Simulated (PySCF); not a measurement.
# What a mistake does to a calculation on AlB2H4N

Calculated results; nothing here was measured. They come from PySCF 2.14.0, an open-source quantum chemistry program, on an isolated molecule that a program drew, which may never have been made. The molecule is AlB2H4N (charge 0, singlet), drawn as the SMILES string `B[N](B)[Al]`.

Each row is a Hartree-Fock (HF) and frozen-core CCSD(T) single point in the cc-pV(D+d)Z basis, meant for a local HF minimum. Run 1 is clean. Each other run has one planted mistake out of seven kinds, and not every kind appears here: one electron removed, one electron added, multiplicity raised by two, geometry at a saddle point, minimal basis STO-3G, one bond length entered in bohr, all coordinates scaled. The reference is restricted for singlets and unrestricted otherwise, and also for a bond in bohr. Adding or removing an electron swaps singlet and doublet. Electrons count all cores. HOMO and LUMO are orbital energies over both spins, the gradient is its largest component, and the lowest frequency (negative if imaginary) is given only where the gradient is small. Bond lengths are over the 7 bonds as drawn. T1 is the CCSD diagnostic: over 0.02 (restricted) or 0.045 (unrestricted) a single reference is doubtful.

Geometry of the clean run:
```xyz
8
AlB2H4N, angstrom
B    -2.7223   -0.7038    1.2634
N    -1.3157   -0.8730    1.4339
B    -0.5308   -1.6361    0.5185
Al   -0.4800   -0.0718    2.8993
H    -3.3145   -1.1951    0.3412
H    -3.3351   -0.0449    2.0739
H     0.6589   -1.7442    0.7162
H    -1.0156   -2.1729   -0.4404
```

| run | electrons | basis functions | <S^2> | HOMO (eV) | LUMO (eV) | gradient (hartree/bohr) | lowest frequency (cm^-1) | mean bond (Å) | longest bond (Å) | T1 | HF (hartree) | CCSD(T) (hartree) | mistake |
|---|---|---|---|---|---|---|---|---|---|---|---|---|---|
| 1 | 34 | 85 | 0.000 | -8.59 | 1.26 | 3.3e-05 | 143 | 1.3637 | 1.868 | 0.0130 | -348.13412 | -348.57155 | no fault |
| 2 | 35 | 85 | 0.779 | 0.28 | 6.35 | 3.5e-02 | - | 1.3637 | 1.868 | 0.0200 | -348.10532 | -348.55557 | one electron added |
| 3 | 34 | 85 | 2.003 | -6.42 | -0.25 | 1.1e-02 | - | 1.3637 | 1.868 | 0.0165 | -348.06109 | -348.46913 | multiplicity raised by two |
| 4 | 34 | 28 | 0.000 | -5.33 | 7.39 | 2.7e-02 | - | 1.3637 | 1.868 | 0.0156 | -343.89813 | -344.10317 | ? |

**Which mistake was planted in run 4, and what did it cost?**

It has 28 basis functions where the clean run has 85, with the same electrons and geometry. So the mistake is: minimal basis STO-3G. Subtracting run 1 and multiplying by 627.51 kcal/mol a hartree, the energy moved by 2658.1 kcal/mol in HF and 2804.0 kcal/mol in CCSD(T).

Cautions from the logs. Run 2: the HOMO is above zero, so the electron isn't bound and the energy depends on the basis.
